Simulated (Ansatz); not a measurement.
Cartesian coordinates in Å:
```
N 1.2550 0.2449 -0.9847
C 0.6604 0.2173 0.3045
F 1.3986 -0.6445 1.0660
F 0.8096 1.4657 0.8401
Si -1.1979 -0.2867 0.4410
H 1.2399 -0.6705 -1.4149
H 0.7932 0.9132 -1.5874
H -1.3257 -1.6505 -0.1333
H -1.6585 -0.2649 1.8499
H -1.9745 0.6760 -0.3814
```

Total charge 0; spin multiplicity 1.

Task: List the r2SCAN/def2-TZVPP orbital energies in eV (Ansatz). (Best estimate.)

Result: The calculation gave: Occupied: -1791.24, -666.56, -666.56, -385.78, -277.92, -141.75, -96.60, -96.60, -96.59, -33.07, -31.52, -24.08, -17.36, -14.84, -14.51, -13.73, -12.54, -12.24, -10.43, -10.36, -9.88, -9.32, -9.10, -8.37, -6.59. Lowest empty: -0.16, 0.48, 0.50, 1.27, 1.90, 2.18, 2.51, 2.66.
